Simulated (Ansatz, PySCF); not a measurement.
System: CBr, charge 0, multiplicity 2. 
Geometry from a B3LYP-D3(BJ)/def2-TZVP (Ansatz, a program for electronic structure) optimisation:
SMILES: [C]Br
```xyz
2

C      0.0000     0.0000    -1.5630
Br     0.0000     0.0000     0.2679
```
Charge 0, spin multiplicity 2.

Property: vertical ionisation energy (to the singlet state of charge +1; each state is the SCF solution reached for its spin; for the singlet the Hartree-Fock reference is unstable and T1 is 0.045; for the doublet the Hartree-Fock reference is unstable and T1 is 0.028), in eV. Valence correlation only, unless marked. UHF or UKS for open shells. Spin-orbit coupling is left out. Frozen are the shells of the preceding noble gas and the d and f shells that filled before the atom's block. Non-relativistic. 

```csv
level,program,vertical ionisation energy (eV)
SVWN5/def2-TZVPD,Ansatz,8.96
PBE/def2-TZVPD,Ansatz,8.89
r2SCAN/def2-TZVPD,Ansatz,9.16
B3LYP/def2-TZVPD,Ansatz,9.17
BHLYP/def2-TZVPD,Ansatz,9.36
CAM-B3LYP/def2-TZVPD,Ansatz,9.32
CCSD/aug-cc-pVDZ,Ansatz,8.83
CCSD/def2-SVPD,Ansatz,8.92
CCSD/aug-cc-pVTZ,Ansatz,8.98
CCSD/aug-cc-pVQZ,Ansatz,9.05
CCSD/def2-QZVPPD,Ansatz,9.04
CCSD(T)/def2-SVPD,Ansatz,8.70
CCSD(T)/aug-cc-pVTZ,Ansatz,8.79
CCSD(T)/aug-cc-pVQZ,Ansatz,8.86
```

For comparison, minus the highest occupied orbital energy (PySCF): 6.57 eV at PW6B95/def2-TZVPD, 7.02 eV at MN15/def2-TZVPD, 5.07 eV at M06-L/def2-TZVPD.
